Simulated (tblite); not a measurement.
A geometry optimisation, step by step.

C2H5ClGeO2.
Atom-mapped SMILES: `[CH3:1][O:2][C:3](=[O:4])[GeH2:5][Cl:6]` (hydrogens: H7, H8, H9 on C1; H10, H11 on Ge5)

Computed with GFN2-xTB (tblite), gas phase: L-BFGS steps from a force-field or distance-geometry start until the largest atomic force falls under 0.01 eV/Å. 14 of its 42 geometries are shown.

Step 0: E = -584.0873 eV, largest atomic force 5.612 eV/Å
```
atom  x, y, z in Å  |  force x, y, z in eV/Å
C1     -2.106   -0.264   -0.085   -0.607   0.687   0.335
O2     -0.730   -0.460   -0.320    2.280   0.727   0.355
C3      0.258    0.416    0.161   -4.612   2.516   1.973
O4     -0.068    1.447    0.819    1.005  -3.316  -2.131
Ge5     2.097    0.043   -0.167    1.565  -0.665  -0.455
Cl6     2.850   -1.259    1.377   -0.306   0.488  -0.545
H7     -2.437    0.702   -0.544    0.198  -0.599   0.411
H8     -2.318   -0.244    1.010    0.140   0.082  -0.680
H9     -2.680   -1.093   -0.550    0.647   0.413   0.217
H10     2.239   -0.654   -1.547    0.028   0.114   0.401
H11     2.900    1.368   -0.180   -0.336  -0.447   0.118
```

Step 3: E = -584.4970 eV, largest atomic force 0.455 eV/Å
```
atom  x, y, z in Å  |  force x, y, z in eV/Å
C1     -2.110   -0.252   -0.080    0.251   0.067   0.014
O2     -0.693   -0.444   -0.311   -0.073  -0.030   0.040
C3      0.183    0.426    0.176   -0.124   0.305   0.259
O4     -0.072    1.424    0.804   -0.392  -0.208  -0.101
Ge5     2.123    0.025   -0.179   -0.166  -0.134  -0.116
Cl6     2.843   -1.244    1.360   -0.075   0.208  -0.275
H7     -2.432    0.689   -0.533    0.066  -0.010   0.106
H8     -2.314   -0.240    0.994    0.074   0.088  -0.089
H9     -2.657   -1.080   -0.543    0.398   0.101   0.033
H10     2.244   -0.653   -1.537    0.179  -0.080   0.051
H11     2.891    1.353   -0.176   -0.137  -0.306   0.076
```

Step 6: E = -584.5705 eV, largest atomic force 0.281 eV/Å
```
atom  x, y, z in Å  |  force x, y, z in eV/Å
C1     -2.075   -0.239   -0.077   -0.102  -0.035   0.010
O2     -0.684   -0.448   -0.304    0.255   0.043   0.017
C3      0.163    0.444    0.197   -0.065  -0.020  -0.092
O4     -0.154    1.423    0.810   -0.098   0.092   0.105
Ge5     2.086    0.007   -0.202   -0.225   0.164  -0.037
Cl6     2.832   -1.212    1.315    0.044  -0.146   0.108
H7     -2.418    0.694   -0.517    0.115   0.158  -0.069
H8     -2.299   -0.224    0.986    0.082   0.031   0.193
H9     -2.589   -1.070   -0.542   -0.051  -0.197  -0.124
H10     2.277   -0.671   -1.532    0.021  -0.116  -0.100
H11     2.867    1.298   -0.162    0.025   0.025  -0.010
```

Step 9: E = -584.5817 eV, largest atomic force 0.130 eV/Å
```
atom  x, y, z in Å  |  force x, y, z in eV/Å
C1     -2.075   -0.241   -0.076    0.014  -0.040  -0.009
O2     -0.674   -0.446   -0.302   -0.113   0.017   0.005
C3      0.155    0.453    0.199   -0.061   0.108   0.035
O4     -0.175    1.427    0.817   -0.023   0.009   0.024
Ge5     2.067    0.014   -0.208    0.067  -0.030   0.002
Cl6     2.831   -1.217    1.314   -0.051  -0.030  -0.022
H7     -2.404    0.703   -0.518    0.111  -0.066   0.010
H8     -2.289   -0.219    0.996    0.069  -0.014  -0.054
H9     -2.579   -1.080   -0.549    0.000   0.018   0.014
H10     2.283   -0.683   -1.537   -0.046  -0.027   0.019
H11     2.865    1.292   -0.161    0.033   0.058  -0.024
```

Step 13: E = -584.5859 eV, largest atomic force 0.112 eV/Å
```
atom  x, y, z in Å  |  force x, y, z in eV/Å
C1     -2.071   -0.247   -0.076    0.036   0.005  -0.006
O2     -0.674   -0.442   -0.301    0.111  -0.005  -0.010
C3      0.146    0.467    0.202    0.048  -0.001   0.018
O4     -0.190    1.434    0.826   -0.011  -0.019  -0.020
Ge5     2.066    0.016   -0.209   -0.035   0.063   0.011
Cl6     2.821   -1.224    1.308   -0.043  -0.023  -0.007
H7     -2.384    0.699   -0.519   -0.038   0.023  -0.024
H8     -2.276   -0.221    0.994   -0.018  -0.024   0.027
H9     -2.578   -1.083   -0.550   -0.014  -0.008   0.006
H10     2.276   -0.693   -1.535   -0.052   0.002   0.032
H11     2.870    1.297   -0.166    0.016  -0.012  -0.027
```

Step 16: E = -584.5889 eV, largest atomic force 0.089 eV/Å
```
atom  x, y, z in Å  |  force x, y, z in eV/Å
C1     -2.059   -0.251   -0.079   -0.005   0.006  -0.003
O2     -0.659   -0.440   -0.302   -0.014  -0.014   0.017
C3      0.149    0.478    0.208   -0.020   0.013   0.006
O4     -0.206    1.439    0.831    0.043  -0.038  -0.029
Ge5     2.065    0.026   -0.206   -0.043   0.046  -0.019
Cl6     2.799   -1.234    1.299   -0.010  -0.026   0.043
H7     -2.373    0.694   -0.523   -0.029   0.020   0.008
H8     -2.267   -0.229    0.992    0.018   0.011   0.008
H9     -2.578   -1.083   -0.547    0.080  -0.027  -0.027
H10     2.256   -0.699   -1.523   -0.052   0.026   0.008
H11     2.879    1.301   -0.177    0.033  -0.016  -0.013
```

Step 19: E = -584.5909 eV, largest atomic force 0.106 eV/Å
```
atom  x, y, z in Å  |  force x, y, z in eV/Å
C1     -2.053   -0.252   -0.080   -0.018  -0.003   0.009
O2     -0.652   -0.440   -0.301   -0.054   0.022   0.002
C3      0.150    0.482    0.210    0.001  -0.034  -0.031
O4     -0.210    1.440    0.832   -0.017   0.071   0.041
Ge5     2.059    0.038   -0.205    0.060  -0.078   0.039
Cl6     2.783   -1.242    1.300   -0.033   0.047  -0.018
H7     -2.372    0.694   -0.524    0.006  -0.033   0.027
H8     -2.260   -0.232    0.992    0.007   0.013  -0.020
H9     -2.566   -1.087   -0.549    0.060  -0.015  -0.021
H10     2.235   -0.698   -1.516   -0.040   0.021  -0.027
H11     2.890    1.300   -0.185    0.028  -0.010   0.000
```

Step 22: E = -584.5929 eV, largest atomic force 0.071 eV/Å
```
atom  x, y, z in Å  |  force x, y, z in eV/Å
C1     -2.046   -0.255   -0.080    0.005  -0.021   0.001
O2     -0.647   -0.436   -0.299    0.052   0.045  -0.018
C3      0.150    0.489    0.212    0.027   0.057   0.029
O4     -0.217    1.446    0.836   -0.007   0.007  -0.003
Ge5     2.058    0.043   -0.200    0.007  -0.018  -0.004
Cl6     2.760   -1.247    1.298    0.007   0.013   0.029
H7     -2.369    0.690   -0.521   -0.016  -0.008  -0.006
H8     -2.251   -0.234    0.990   -0.041  -0.013   0.021
H9     -2.543   -1.095   -0.556   -0.028  -0.024  -0.007
H10     2.204   -0.695   -1.511   -0.014   0.003  -0.055
H11     2.907    1.297   -0.196    0.007  -0.041   0.014
```

Step 25: E = -584.5950 eV, largest atomic force 0.113 eV/Å
```
atom  x, y, z in Å  |  force x, y, z in eV/Å
C1     -2.039   -0.261   -0.081    0.027   0.005  -0.014
O2     -0.636   -0.424   -0.299   -0.002   0.006   0.021
C3      0.154    0.505    0.218   -0.027   0.050   0.011
O4     -0.225    1.458    0.841    0.039   0.006   0.004
Ge5     2.060    0.043   -0.197   -0.068   0.048  -0.076
Cl6     2.740   -1.248    1.303    0.039  -0.035   0.059
H7     -2.370    0.682   -0.520   -0.025  -0.023  -0.017
H8     -2.249   -0.239    0.991   -0.003  -0.050  -0.039
H9     -2.525   -1.106   -0.562   -0.002   0.026   0.038
H10     2.171   -0.691   -1.517    0.004   0.007  -0.001
H11     2.925    1.285   -0.202    0.017  -0.040   0.014
```

Step 28: E = -584.5969 eV, largest atomic force 0.066 eV/Å
```
atom  x, y, z in Å  |  force x, y, z in eV/Å
C1     -2.030   -0.266   -0.083   -0.019   0.013  -0.005
O2     -0.626   -0.410   -0.298   -0.033   0.001   0.024
C3      0.156    0.525    0.224   -0.017  -0.017  -0.025
O4     -0.228    1.472    0.848    0.019   0.054   0.033
Ge5     2.054    0.046   -0.201   -0.004  -0.015   0.028
Cl6     2.724   -1.250    1.313   -0.005   0.029  -0.053
H7     -2.375    0.672   -0.521   -0.012  -0.007  -0.024
H8     -2.249   -0.251    0.987    0.025  -0.040  -0.016
H9     -2.506   -1.116   -0.565    0.004   0.002   0.012
H10     2.140   -0.685   -1.525    0.015  -0.007   0.023
H11     2.946    1.267   -0.206    0.028  -0.014   0.003
```

Step 32: E = -584.5980 eV, largest atomic force 0.032 eV/Å
```
atom  x, y, z in Å  |  force x, y, z in eV/Å
C1     -2.029   -0.268   -0.085   -0.012  -0.012   0.006
O2     -0.623   -0.401   -0.293    0.006   0.020  -0.013
C3      0.154    0.538    0.227    0.008   0.019   0.023
O4     -0.227    1.486    0.854   -0.001  -0.014  -0.021
Ge5     2.050    0.048   -0.200    0.005   0.026  -0.017
Cl6     2.714   -1.248    1.310    0.008  -0.018  -0.006
H7     -2.381    0.666   -0.526   -0.017  -0.002   0.009
H8     -2.245   -0.264    0.984   -0.019   0.014   0.021
H9     -2.496   -1.122   -0.566   -0.004  -0.016  -0.021
H10     2.125   -0.684   -1.524    0.014  -0.011   0.021
H11     2.963    1.253   -0.208    0.011  -0.006  -0.001
```

Step 35: E = -584.5984 eV, largest atomic force 0.033 eV/Å
```
atom  x, y, z in Å  |  force x, y, z in eV/Å
C1     -2.030   -0.270   -0.084    0.012   0.002   0.001
O2     -0.622   -0.395   -0.293   -0.011  -0.003  -0.001
C3      0.155    0.543    0.230   -0.013  -0.005  -0.023
O4     -0.227    1.491    0.855   -0.010   0.018   0.014
Ge5     2.049    0.051   -0.201    0.003  -0.003   0.001
Cl6     2.712   -1.250    1.307    0.007  -0.018   0.002
H7     -2.385    0.663   -0.526   -0.015  -0.020   0.022
H8     -2.247   -0.267    0.986   -0.013   0.007  -0.023
H9     -2.493   -1.126   -0.569    0.016   0.016   0.009
H10     2.122   -0.686   -1.520    0.009  -0.010   0.002
H11     2.971    1.248   -0.209    0.015   0.017  -0.003
```

Step 38: E = -584.5987 eV, largest atomic force 0.025 eV/Å
```
atom  x, y, z in Å  |  force x, y, z in eV/Å
C1     -2.030   -0.271   -0.084   -0.001   0.007  -0.003
O2     -0.623   -0.390   -0.294    0.007  -0.002   0.005
C3      0.153    0.549    0.230    0.001   0.011  -0.012
O4     -0.228    1.496    0.856   -0.006  -0.003   0.000
Ge5     2.049    0.054   -0.201    0.004  -0.012   0.021
Cl6     2.711   -1.253    1.304   -0.002  -0.003  -0.004
H7     -2.392    0.659   -0.524   -0.011   0.014  -0.003
H8     -2.250   -0.268    0.985    0.000  -0.010   0.002
H9     -2.488   -1.128   -0.570    0.004  -0.007   0.008
H10     2.122   -0.689   -1.517    0.005  -0.004  -0.011
H11     2.980    1.246   -0.210    0.000   0.009  -0.003
```

Step 41: E = -584.5988 eV, largest atomic force 0.009 eV/Å
```
atom  x, y, z in Å  |  force x, y, z in eV/Å
C1     -2.031   -0.271   -0.084   -0.002   0.002   0.001
O2     -0.623   -0.390   -0.294   -0.002   0.005  -0.003
C3      0.153    0.549    0.228    0.002   0.001   0.005
O4     -0.228    1.496    0.856   -0.001   0.001  -0.007
Ge5     2.050    0.053   -0.200    0.002   0.001  -0.006
Cl6     2.712   -1.254    1.303   -0.001  -0.007   0.005
H7     -2.394    0.660   -0.523    0.000   0.002  -0.001
H8     -2.251   -0.269    0.985    0.004  -0.004   0.002
H9     -2.488   -1.129   -0.570    0.003  -0.002   0.003
H10     2.124   -0.689   -1.518    0.003   0.004   0.003
H11     2.980    1.247   -0.210   -0.006  -0.002  -0.001
```

Q: Summarise the path.

A: The energy falls by 11.80 kcal/mol from step 0 to step 41; nine tenths of that is first reached at step 5. It falls at every step. The largest force goes from 5.612 to 0.009 eV/Å. Among the bonds C3–Ge5 changes most, from 1.905 to 2.007 Å; the atoms move by 0.135 Å rms after alignment.

Q: Follow the three bonds and two angles with the largest change from start to end.

A: 
```csv
step,E above end (kcal/mol),largest force (eV/Å),C3–Ge5 (Å),O2–C3 (Å),C3=O4 (Å),O2–C3–Ge5 (°),O4–C3–Ge5 (°)
0,11.80,5.612,1.905,1.406,1.266,119.8,119.9
2,2.82,1.020,2.011,1.321,1.213,116.5,116.8
4,1.53,0.800,2.021,1.333,1.193,115.0,119.1
5,1.13,0.675,2.020,1.333,1.193,114.2,120.3
7,0.51,0.189,2.006,1.324,1.201,112.4,122.7
9,0.39,0.130,2.003,1.322,1.200,111.9,123.0
11,0.33,0.088,2.010,1.323,1.198,111.4,123.3
12,0.31,0.086,2.013,1.323,1.199,111.2,123.4
14,0.27,0.113,2.015,1.324,1.200,110.8,124.0
16,0.23,0.089,2.011,1.325,1.199,110.3,124.7
18,0.20,0.089,2.006,1.324,1.198,110.1,124.8
20,0.16,0.115,2.002,1.324,1.198,110.0,124.9
21,0.15,0.077,2.002,1.324,1.199,109.9,125.0
23,0.12,0.084,2.004,1.324,1.199,109.6,125.4
25,0.09,0.113,2.005,1.325,1.199,108.9,126.2
27,0.05,0.076,2.003,1.326,1.198,108.1,127.0
29,0.03,0.069,2.003,1.326,1.198,107.7,127.2
30,0.03,0.054,2.003,1.325,1.198,107.5,127.2
32,0.02,0.032,2.004,1.326,1.198,107.3,127.3
34,0.01,0.035,2.003,1.326,1.198,107.2,127.4
36,0.01,0.032,2.004,1.326,1.197,107.1,127.4
37,0.00,0.033,2.005,1.326,1.197,107.1,127.4
39,0.00,0.016,2.007,1.326,1.198,107.1,127.4
41,0.00,0.009,2.007,1.326,1.198,107.1,127.4
```

The cost below is that of the whole relaxation. Time: 0.41 s of wall time. Hardware: one thread of an Arm Neoverse N1, shared host.
